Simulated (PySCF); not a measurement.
# Different ions with NH3 ligands: square pyramidal complexes compared

All values are computed with PySCF: state-averaged CASSCF of the d shell with SC-NEVPT2, spin-free X2C, triple-zeta basis on the metal and double-zeta on the ligands, mean-field spin-orbit coupling; model geometries with bond lengths from ionic radii.

```
     complex  point group  M–L / Å  L–M–L / ° (cis)  solvent
[Nb(NH3)5]3+           Cs     2.09           88–100     none
[Ni(NH3)5]2+           Cs     2.06           88–100     none
[Mn(NH3)5]2+           Cs     2.20           88–100     none
 [V(NH3)5]3+           Cs     2.01           88–100     none
```

For [Nb(NH3)5]3+ the d shell alone is too small an active space: its values show what this model gives and aren't sound predictions.

(1) Rank by the spin-orbit constant ζ, lowest first.
A. [Nb(NH3)5]3+
B. [V(NH3)5]3+
C. [Ni(NH3)5]2+
D. [Mn(NH3)5]2+

(2) What are the ground states and moments?

In [Nb(NH3)5]3+, [V(NH3)5]3+ the next state lies within 300 cm⁻¹ of the lowest, inside the method's error, so which of them is lowest is undecided.

In [V(NH3)5]3+ the metal orbitals mix much with the ligands', for which an active space of the metal shell alone is small.

The square pyramidal shape is imposed. Real complexes may take another, with another ground state.

Answers

(1) B (179 cm⁻¹), D (305 cm⁻¹), A (476 cm⁻¹), C (642 cm⁻¹).

(2) 
```
     complex  shell  ground state (NEVPT2)  total orbital splitting (CASSCF fit) / cm⁻¹  μeff(300 K) / μB
[Nb(NH3)5]3+     d2                   3A''                                        43070              2.10
[Ni(NH3)5]2+     d8                    3A'                                        11553              3.27
[Mn(NH3)5]2+     d5                    6A'                                        11598              5.92
 [V(NH3)5]3+     d2                   3A''                                        25553              2.73
```
